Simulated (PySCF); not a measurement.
(H2In-mu-OH)2.
Cartesian coordinates in Å at the PBE0-D3(BJ)/def2-SVP level; atoms count from 1:
```
atom  x, y, z in Å
In1    1.6840   -0.2045    0.0822
H2     2.1822   -1.7595    0.6020
H3     2.4842    1.2482   -0.3941
O4     0.0010    0.3680    1.3431
In5   -1.6626   -0.1552    0.0369
H6    -2.2271   -1.6913    0.5461
H7    -2.4144    1.3152   -0.4652
O8     0.0234   -0.5145   -1.2929
H9     0.0128    1.2867    1.6337
H10    0.0411    0.0302   -2.0875
```

Method: PBE0-D3(BJ)/def2-SVP geometry optimisation, gas phase, def2 core potentials past Kr in PySCF 2.14.0.

Masses are those of the commonest isotopes; rigid-rotor values at the optimised geometry. The values belong to one conformer.

Give the principal moments of inertia and the rotational constants in cm⁻¹.

Ia = 81.60, Ib = 677.60, Ic = 735.16 u·Å²; 505379 MHz·u·Å²/I gives 6194, 745.8 and 687.4 MHz, that is A = 0.20659, B = 0.02488, C = 0.02293 cm⁻¹.

Classify the top.

A near-prolate asymmetric top; Ray's κ = -0.979.

Is it planar, by Δ = Ic − Ia − Ib?

Not planar: Δ = Ic − Ia − Ib = -24.05 u·Å². For a rigid frame Δ = −2 Σ m c², so Σ m c² = 12.02 u·Å² lies off the ab plane: 11.66 from hydrogen and 0.36 from heavier atoms. The atom farthest from that plane is 1.65 Å away.

Which lines would a microwave search look for?

The dipole components are |μa| = 0.00 D, |μb| = 0.00 D, |μc| = 2.03 D; the symmetry axis of this C2v structure is c, so μa and μb vanish by symmetry and there are no a-type or b-type lines. Some of the stronger lines:

```tsv
type	branch	J(Ka,Kc)	MHz	lower level (cm⁻¹)
c	Q	2(1,2) ← 2(0,2)	5390	0.143
c	Q	1(1,1) ← 1(0,1)	5448	0.048
c	R	1(1,0) ← 0(0,0)	6939	0.000
c	R	2(1,1) ← 1(0,1)	8431	0.048
c	Q	2(2,1) ← 2(1,1)	16343	0.329
c	R	2(2,0) ← 1(1,0)	19268	0.231
c	R	2(2,1) ← 1(1,1)	19326	0.230
```

No PBE0-D3(BJ)/def2-SVP frequencies stand behind this structure, so it isn't proved a minimum. Constants of a rigid frame at the computed geometry: no zero-point averaging, no centrifugal distortion.
